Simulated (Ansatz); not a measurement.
Computed with Ansatz (a quantum-chemistry and plane-wave program) with r2SCAN-D4/def2-SVP. No frequencies were computed at this level.

Ansatz 0.2 input:
```yaml
crystal:
  periodic: [false, false, false]
  atoms:
    - { symbol: Zr, position_ang: [0.020199, -0.291003, -0.291479] }
    - { symbol: O, position_ang: [0.445986, 1.434506, -0.944804] }
    - { symbol: C, position_ang: [-0.232984, 1.83674, -2.102346] }
    - { symbol: H, position_ang: [-0.762227, 0.983906, -2.582186] }
    - { symbol: H, position_ang: [0.484436, 2.254219, -2.827078] }
    - { symbol: H, position_ang: [-0.965891, 2.627513, -1.86088] }
    - { symbol: O, position_ang: [-1.405013, -0.17804, 0.959874] }
    - { symbol: C, position_ang: [-2.431416, 0.659486, 0.500857] }
    - { symbol: H, position_ang: [-2.107385, 1.717715, 0.50893] }
    - { symbol: H, position_ang: [-3.302247, 0.563503, 1.167687] }
    - { symbol: H, position_ang: [-2.745295, 0.370574, -0.524451] }
    - { symbol: O, position_ang: [-0.706527, -1.375539, -1.67188] }
    - { symbol: C, position_ang: [-0.78953, -2.720559, -1.285366] }
    - { symbol: H, position_ang: [0.218381, -3.173938, -1.223597] }
    - { symbol: H, position_ang: [-1.369391, -3.278088, -2.037119] }
    - { symbol: H, position_ang: [-1.305433, -2.817092, -0.306611] }
    - { symbol: O, position_ang: [1.524906, -1.144053, 0.47883] }
    - { symbol: C, position_ang: [1.263914, -1.971348, 1.578879] }
    - { symbol: H, position_ang: [0.24415, -1.797286, 1.987315] }
    - { symbol: H, position_ang: [1.997555, -1.769936, 2.375757] }
    - { symbol: H, position_ang: [1.362354, -3.03373, 1.291792] }
basis:
  gaussian: { orbitals: def2-svp }
hamiltonian:
  xc: r2scan
  dispersion: d4
relax:
  max_steps: 150
```

Output:

```
[...]
relax step  18: F+E_penalty+E_count = -13802.87355319 eV  Δ(F+E_penalty+E_count) = -1.142e-3 eV  max|allowed force component| = 4.380e-2 eV/Å  Δτ_max = 0.0427 Å  (30 SCF iters, accepted)
these checks for a lower state are left out or cut short: starts, cluster_reference, orbital_swaps, neighbouring_geometries, increment
2178 factors; their error is unknown
mean field -13802.75580402 eV, -507.2419199537 hartree, gradient 1.7e-5 eV, S^2 0.000000; 0 other end points of the search recorded, 0 dependent functions left out
reference -13802.75583696 eV, -507.2419211643 hartree; 40, 40 occupied and 163, 163 virtual orbitals, 2178 factors
relax step  19: F+E_penalty+E_count = -13802.87476816 eV  Δ(F+E_penalty+E_count) = -1.215e-3 eV  max|allowed force component| = 4.384e-2 eV/Å  Δτ_max = 0.0742 Å  (29 SCF iters, accepted)
these checks for a lower state are left out or cut short: starts, cluster_reference, orbital_swaps, neighbouring_geometries, increment
2178 factors; their error is unknown
mean field -13802.75471689 eV, -507.2418800026 hartree, gradient 1.4e-5 eV, S^2 0.000000; 0 other end points of the search recorded, 0 dependent functions left out
reference -13802.75474966 eV, -507.2418812068 hartree; 40, 40 occupied and 163, 163 virtual orbitals, 2178 factors
relax step  20: F+E_penalty+E_count = -13802.87369095 eV  Δ(F+E_penalty+E_count) = +1.077e-3 eV  max|allowed force component| = 1.795e-1 eV/Å  Δτ_max = 0.0547 Å  (30 SCF iters, rejected (line search))
these checks for a lower state are left out or cut short: starts, cluster_reference, orbital_swaps, neighbouring_geometries, increment
2178 factors; their error is unknown
mean field evaluation 160: about -13802.8177 eV, gradient 9.3e-3 eV
mean field -13802.75667191 eV, -507.2419518484 hartree, gradient 1.5e-5 eV, S^2 0.000000; 0 other end points of the search recorded, 0 dependent functions left out
reference -13802.75670475 eV, -507.2419530550 hartree; 40, 40 occupied and 163, 163 virtual orbitals, 2178 factors
relax step  21: F+E_penalty+E_count = -13802.87562334 eV  Δ(F+E_penalty+E_count) = -8.552e-4 eV  max|allowed force component| = 1.137e-2 eV/Å  Δτ_max = 0.0267 Å  (29 SCF iters, accepted)
these checks for a lower state are left out or cut short: starts, cluster_reference, orbital_swaps, neighbouring_geometries, increment
2178 factors; their error is unknown
mean field -13802.75742717 eV, -507.2419796036 hartree, gradient 1.9e-5 eV, S^2 0.000000; 0 other end points of the search recorded, 0 dependent functions left out
reference -13802.75745975 eV, -507.2419808008 hartree; 40, 40 occupied and 163, 163 virtual orbitals, 2178 factors
relax step  22: F+E_penalty+E_count = -13802.87640415 eV  Δ(F+E_penalty+E_count) = -7.808e-4 eV  max|allowed force component| = 4.310e-2 eV/Å  Δτ_max = 0.0726 Å  (29 SCF iters, accepted)
these checks for a lower state are left out or cut short: starts, cluster_reference, orbital_swaps, neighbouring_geometries, increment
2178 factors; their error is unknown
mean field -13802.75791098 eV, -507.2419973833 hartree, gradient 1.6e-5 eV, S^2 0.000000; 0 other end points of the search recorded, 0 dependent functions left out
reference -13802.75794346 eV, -507.2419985767 hartree; 40, 40 occupied and 163, 163 virtual orbitals, 2178 factors
relax step  23: F+E_penalty+E_count = -13802.87688481 eV  Δ(F+E_penalty+E_count) = -4.807e-4 eV  max|allowed force component| = 4.714e-2 eV/Å  Δτ_max = 0.0327 Å  (30 SCF iters, accepted)
these checks for a lower state are left out or cut short: starts, cluster_reference, orbital_swaps, neighbouring_geometries, increment
2178 factors; their error is unknown
mean field -13802.75840773 eV, -507.2420156386 hartree, gradient 1.6e-5 eV, S^2 0.000000; 0 other end points of the search recorded, 0 dependent functions left out
reference -13802.75844015 eV, -507.2420168298 hartree; 40, 40 occupied and 163, 163 virtual orbitals, 2178 factors
relax step  24: F+E_penalty+E_count = -13802.87737793 eV  Δ(F+E_penalty+E_count) = -4.931e-4 eV  max|allowed force component| = 3.422e-2 eV/Å  Δτ_max = 0.0197 Å  (30 SCF iters, accepted)
these checks for a lower state are left out or cut short: starts, cluster_reference, orbital_swaps, neighbouring_geometries, increment
2178 factors; their error is unknown
mean field evaluation 192: about -13802.7589 eV, gradient 1.6e-5 eV
mean field -13802.75891327 eV, -507.2420342165 hartree, gradient 1.6e-5 eV, S^2 0.000000; 0 other end points of the search recorded, 0 dependent functions left out
reference -13802.75894558 eV, -507.2420354039 hartree; 40, 40 occupied and 163, 163 virtual orbitals, 2178 factors
relax step  25: F+E_penalty+E_count = -13802.87789897 eV  Δ(F+E_penalty+E_count) = -5.210e-4 eV  max|allowed force component| = 3.032e-2 eV/Å  Δτ_max = 0.0489 Å  (29 SCF iters, accepted)
these checks for a lower state are left out or cut short: starts, cluster_reference, orbital_swaps, neighbouring_geometries, increment
2178 factors; their error is unknown
mean field -13802.75925212 eV, -507.2420466691 hartree, gradient 1.5e-5 eV, S^2 0.000000; 0 other end points of the search recorded, 0 dependent functions left out
reference -13802.75928438 eV, -507.2420478545 hartree; 40, 40 occupied and 163, 163 virtual orbitals, 2178 factors
relax step  26: F+E_penalty+E_count = -13802.87824230 eV  Δ(F+E_penalty+E_count) = -3.433e-4 eV  max|allowed force component| = 3.608e-2 eV/Å  Δτ_max = 0.0394 Å  (29 SCF iters, accepted)
these checks for a lower state are left out or cut short: starts, cluster_reference, orbital_swaps, neighbouring_geometries, increment
2178 factors; their error is unknown
mean field -13802.75956352 eV, -507.2420581129 hartree, gradient 1.6e-5 eV, S^2 0.000000; 0 other end points of the search recorded, 0 dependent functions left out
reference -13802.75959575 eV, -507.2420592975 hartree; 40, 40 occupied and 163, 163 virtual orbitals, 2178 factors
relax step  27: F+E_penalty+E_count = -13802.87855360 eV  Δ(F+E_penalty+E_count) = -3.113e-4 eV  max|allowed force component| = 3.095e-2 eV/Å  Δτ_max = 0.0299 Å  (30 SCF iters, accepted)
these checks for a lower state are left out or cut short: starts, cluster_reference, orbital_swaps, neighbouring_geometries, increment
2178 factors; their error is unknown
mean field -13802.75990060 eV, -507.2420705002 hartree, gradient 1.6e-5 eV, S^2 0.000000; 0 other end points of the search recorded, 0 dependent functions left out
reference -13802.75993281 eV, -507.2420716842 hartree; 40, 40 occupied and 163, 163 virtual orbitals, 2178 factors
relax step  28: F+E_penalty+E_count = -13802.87889428 eV  Δ(F+E_penalty+E_count) = -3.407e-4 eV  max|allowed force component| = 1.330e-2 eV/Å  Δτ_max = 0.0342 Å  (30 SCF iters, accepted)
these checks for a lower state are left out or cut short: starts, cluster_reference, orbital_swaps, neighbouring_geometries, increment
2178 factors; their error is unknown
mean field -13802.76011034 eV, -507.2420782083 hartree, gradient 1.3e-5 eV, S^2 0.000000; 0 other end points of the search recorded, 0 dependent functions left out
reference -13802.76014255 eV, -507.2420793918 hartree; 40, 40 occupied and 163, 163 virtual orbitals, 2178 factors
relax step  29: F+E_penalty+E_count = -13802.87910444 eV  Δ(F+E_penalty+E_count) = -2.102e-4 eV  max|allowed force component| = 2.816e-2 eV/Å  Δτ_max = 0.0434 Å  (29 SCF iters, accepted)
these checks for a lower state are left out or cut short: starts, cluster_reference, orbital_swaps, neighbouring_geometries, increment
2178 factors; their error is unknown
mean field evaluation 224: about -13802.7602 eV, gradient 2.3e-1 eV
mean field -13802.76026920 eV, -507.2420840462 hartree, gradient 1.5e-5 eV, S^2 0.000000; 0 other end points of the search recorded, 0 dependent functions left out
reference -13802.76030141 eV, -507.2420852297 hartree; 40, 40 occupied and 163, 163 virtual orbitals, 2178 factors
relax step  30: F+E_penalty+E_count = -13802.87926470 eV  Δ(F+E_penalty+E_count) = -1.603e-4 eV  max|allowed force component| = 1.546e-2 eV/Å  Δτ_max = 0.0258 Å  (29 SCF iters, accepted)
these checks for a lower state are left out or cut short: starts, cluster_reference, orbital_swaps, neighbouring_geometries, increment
2178 factors; their error is unknown
mean field -13802.76001054 eV, -507.2420745406 hartree, gradient 1.6e-5 eV, S^2 0.000000; 0 other end points of the search recorded, 0 dependent functions left out
reference -13802.76004276 eV, -507.2420757247 hartree; 40, 40 occupied and 163, 163 virtual orbitals, 2178 factors
relax step  31: F+E_penalty+E_count = -13802.87900657 eV  Δ(F+E_penalty+E_count) = +2.581e-4 eV  max|allowed force component| = 7.054e-2 eV/Å  Δτ_max = 0.0237 Å  (31 SCF iters, rejected (line search))
these checks for a lower state are left out or cut short: starts, cluster_reference, orbital_swaps, neighbouring_geometries, increment
2178 factors; their error is unknown
mean field -13802.76035219 eV, -507.2420870961 hartree, gradient 1.6e-5 eV, S^2 0.000000; 0 other end points of the search recorded, 0 dependent functions left out
reference -13802.76038440 eV, -507.2420882797 hartree; 40, 40 occupied and 163, 163 virtual orbitals, 2178 factors
relax step  32: F+E_penalty+E_count = -13802.87934658 eV  Δ(F+E_penalty+E_count) = -8.188e-5 eV  max|allowed force component| = 3.866e-3 eV/Å  Δτ_max = 0.0116 Å  (31 SCF iters, accepted)
these checks for a lower state are left out or cut short: starts, cluster_reference, orbital_swaps, neighbouring_geometries, increment
2178 factors; their error is unknown
mean field -13802.76043035 eV, -507.2420899685 hartree, gradient 1.5e-5 eV, S^2 0.000000; 0 other end points of the search recorded, 0 dependent functions left out
reference -13802.76046257 eV, -507.2420911524 hartree; 40, 40 occupied and 163, 163 virtual orbitals, 2178 factors
relax step  33: F+E_penalty+E_count = -13802.87942638 eV  Δ(F+E_penalty+E_count) = -7.980e-5 eV  max|allowed force component| = 1.101e-2 eV/Å  Δτ_max = 0.0297 Å  (29 SCF iters, accepted)
these checks for a lower state are left out or cut short: starts, cluster_reference, orbital_swaps, neighbouring_geometries, increment
2178 factors; their error is unknown
mean field evaluation 256: about -13802.7604 eV, gradient 1.6e-5 eV
mean field -13802.76044954 eV, -507.2420906737 hartree, gradient 1.6e-5 eV, S^2 0.000000; 0 other end points of the search recorded, 0 dependent functions left out
reference -13802.76048178 eV, -507.2420918583 hartree; 40, 40 occupied and 163, 163 virtual orbitals, 2178 factors
relax step  34: F+E_penalty+E_count = -13802.87944727 eV  Δ(F+E_penalty+E_count) = -2.089e-5 eV  max|allowed force component| = 1.938e-2 eV/Å  Δτ_max = 0.0311 Å  (29 SCF iters, accepted)
these checks for a lower state are left out or cut short: starts, cluster_reference, orbital_swaps, neighbouring_geometries, increment
2178 factors; their error is unknown
mean field -13802.76048586 eV, -507.2420920083 hartree, gradient 2.1e-5 eV, S^2 0.000000; 0 other end points of the search recorded, 0 dependent functions left out
reference -13802.76051810 eV, -507.2420931929 hartree; 40, 40 occupied and 163, 163 virtual orbitals, 2178 factors
relax step  35: F+E_penalty+E_count = -13802.87948283 eV  Δ(F+E_penalty+E_count) = -3.556e-5 eV  max|allowed force component| = 5.775e-3 eV/Å  Δτ_max = 0.0036 Å  (24 SCF iters, accepted)
2178 factors; their error is unknown
mean field -13802.76048586 eV, -507.2420920083 hartree, gradient 2.3e-5 eV, S^2 0.000000; 1 other end points of the search recorded, 0 dependent functions left out
reference -13802.76051810 eV, -507.2420931929 hartree; 40, 40 occupied and 163, 163 virtual orbitals, 2178 factors
Total energy: -13802.87951506 eV, -507.2464662507 hartree
Atom 0 at    -0.504413    -0.529308    -0.324251 Å, force    -0.000374    -0.000308    -0.000026 eV/Å
Atom 1 at     0.172593     0.854126    -1.502461 Å, force     0.001601    -0.000563    -0.001055 eV/Å
Atom 2 at     0.662129     1.839244    -2.346371 Å, force     0.000173     0.002534    -0.001549 eV/Å
Atom 3 at     0.658041     1.502304    -3.400346 Å, force     0.000260     0.001453     0.003962 eV/Å
Atom 4 at     1.702501     2.110399    -2.084639 Å, force    -0.003893    -0.000759    -0.001147 eV/Å
Atom 5 at     0.050087     2.759070    -2.285668 Å, force     0.002291    -0.002961    -0.000430 eV/Å
Atom 6 at    -2.085024     0.119393     0.592986 Å, force    -0.002031     0.001169     0.001185 eV/Å
Atom 7 at    -3.215725     0.583935     1.247307 Å, force    -0.001813     0.000280     0.000878 eV/Å
Atom 8 at    -3.437050     1.631992     0.969643 Å, force     0.000467    -0.005504     0.001730 eV/Å
Atom 9 at    -3.086149     0.547784     2.345674 Å, force    -0.001328     0.000536    -0.005775 eV/Å
Atom 10 at    -4.103995    -0.025336     0.993746 Å, force     0.004572     0.003662     0.002050 eV/Å
Atom 11 at    -0.960194    -2.099877    -1.366402 Å, force    -0.000093    -0.001731    -0.001012 eV/Å
Atom 12 at    -1.285385    -3.223620    -2.110592 Å, force    -0.001089    -0.002115    -0.001394 eV/Å
Atom 13 at    -0.665850    -4.092026    -1.816410 Å, force    -0.003552     0.003990    -0.001669 eV/Å
Atom 14 at    -1.125926    -3.048217    -3.191473 Å, force    -0.000881    -0.001482     0.005452 eV/Å
Atom 15 at    -2.346263    -3.504683    -1.968973 Å, force     0.005700     0.001245    -0.001373 eV/Å
Atom 16 at     0.855506    -0.990662     0.978896 Å, force     0.000133     0.001657     0.000818 eV/Å
Atom 17 at     1.827715    -1.314109     1.912942 Å, force     0.001772    -0.001578     0.001498 eV/Å
Atom 18 at     1.466985    -1.138231     2.944098 Å, force     0.001186    -0.000408    -0.002928 eV/Å
Atom 19 at     2.740529    -0.705683     1.768289 Å, force    -0.002512    -0.001793     0.000484 eV/Å
Atom 20 at     2.118430    -2.378945     1.836128 Å, force    -0.000589     0.002675     0.000300 eV/Å
Dipole moment:     0.001248     0.000553     0.000070 e Å
```

Cost: around 14 core-minutes (rough).
